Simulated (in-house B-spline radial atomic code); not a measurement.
Whole-atom quantities along the 8-electron series, configuration [He] 2s2 2p4. Computed with a B-spline radial code for spherical atoms: non-relativistic Hartree-Fock, average of the configuration, point nuclei.

```
  ion   Z  E/Z² (Eh)  Σ<r²> (bohr²)  n(0)/Z³ (bohr⁻³)  Lamb diamagnetic shielding (ppm)  repulsion over attraction
    O   8    -1.1683         11.267           0.60881                             394.9                     0.1598
   F+   9    -1.2195         7.1215            0.6176                            457.46                    0.14825
 Ne2+  10    -1.2631         4.9737           0.62523                            519.84                     0.1374
 Mg4+  12    -1.3326         2.8536           0.63762                            644.37                    0.11896
 Al5+  13    -1.3607         2.2762           0.64268                            706.58                    0.11126
 Si6+  14    -1.3853         1.8597           0.64714                            768.76                    0.10442
  P7+  15     -1.407         1.5489           0.65111                            830.94                   0.098325
  S8+  16    -1.4263         1.3105           0.65466                             893.1                   0.092868
 Cl9+  17    -1.4436         1.1236           0.65784                            955.26                   0.087963
Ar10+  18    -1.4592        0.97422           0.66072                           1017.41                   0.083533
 K11+  19    -1.4732        0.85292           0.66333                           1079.56                   0.079517
Ca12+  20     -1.486        0.75305           0.66571                            1141.7                    0.07586
Sc13+  21    -1.4977        0.66981           0.66788                           1203.84                   0.072518
Ti14+  22    -1.5084        0.59969           0.66988                           1265.98                   0.069453
 V15+  23    -1.5182        0.54008           0.67172                           1328.12                   0.066633
Cr16+  24    -1.5272        0.48895           0.67342                           1390.26                   0.064029
Mn17+  25    -1.5356        0.44478             0.675                           1452.39                    0.06162
Fe18+  26    -1.5434        0.40635           0.67646                           1514.52                   0.059382
Co19+  27    -1.5506         0.3727           0.67783                           1576.66                   0.057301
```

**Question.** With what power of Z does the column «Σ<r²> (bohr²)» change over this range?

**Answer.** A fit of the logarithm of its size against log Z from Z = 8 to 27 has slope -2.71. Unscreened non-relativistic hydrogenic orbitals would give -2.
